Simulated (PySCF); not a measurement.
# Si(OH)₃, doublet: data card

These are results of UPBE0/[Si def2-TZVP, O def2-TZVP, H def2-TZVP], no relativity, density fitting, PySCF, not measurements.

The structure is a minimum.

Coordinates in bohr (charge 0 multiplicity 2):
```
Si    0.0000    0.0000   -0.6892
O     2.9014    0.0139    0.4046
O    -1.4627    2.5058    0.4045
O    -1.4387   -2.5196    0.4045
H     3.9592   -1.3847   -0.0541
H    -0.7804    4.1212   -0.0541
H    -3.1788   -2.7364   -0.0541
```

```
Point group                                                                   : C3
Bond lengths                                                                  : O–H 0.959 Å (×3), Si–O 1.641 Å (×3)
Bond angles                                                                   : H–O–Si 117.0° (×3), O–Si–O 108.3° (×3)
Atomisation energy without zero-point energy                                  : 2661 kJ/mol
Principal polarisabilities                                                    : 30.5, 40.1, 40.1 bohr³
Heat capacity Cp at 298.15 K                                                  : 91.0 J/(mol K)
Entropy at 298.15 K and 1 bar (electronic part: spin only)                    : 313.8 J/(mol K)
Dipole moment                                                                 : 1.50 D
Lowest empty level (β)                                                        : -1.78 eV
Rotational constants                                                          : 0.2411, 0.2411, 0.1317 cm⁻¹
Rotational symmetry number                                                    : 3
Principal quadrupole moments (Buckingham, traceless) about the centre of mass : -6.45, 3.23, 3.23 D Å
Spin squared ⟨S²⟩                                                             : 0.752
Zero-point energy                                                             : 110.2 kJ/mol
Highest occupied level (α)                                                    : -5.77 eV
Enthalpy at 298.15 K above 0 K                                                : 18.60 kJ/mol
```

Harmonic modes (masses in u: Si 27.977, O 15.995, H 1.008):
```
symmetry  ω (cm⁻¹)  IR (km/mol, summed over degenerate members)
       e       146                                          110
       a       254                                          216
       e       310                                         14.7
       a       396                                         41.5
       e       793                                          474
       a       803                                         19.1
       a       822                                          114
       e       953                                          259
       e      3913                                          307
       a      3915                                          1.1
```

In C3 the vibrations span 5e + 5a.

Charges (e):
```
  atom  Mulliken  Löwdin  polar tensor  spin (Mulliken)  Mayer order to Si1
   Si1      0.48   -0.20          1.46             0.84                   –
O2,3,4     -0.48   -0.10         -0.79             0.05                1.18
H5,6,7      0.33    0.17          0.31             0.00                0.04
```
Other Mayer orders above 0.3: O–H 0.87 (×3).

Mulliken populations on Si1: s 5.24, p 7.54, d 0.61, f 0.12.

This need not be the most stable arrangement of these atoms.

The final relaxation and frequency run took 92 s on 4 threads of a shared Arm Neoverse V2 host, with 148 basis functions and 15 gradients; the process peaked at 2.2 GiB.
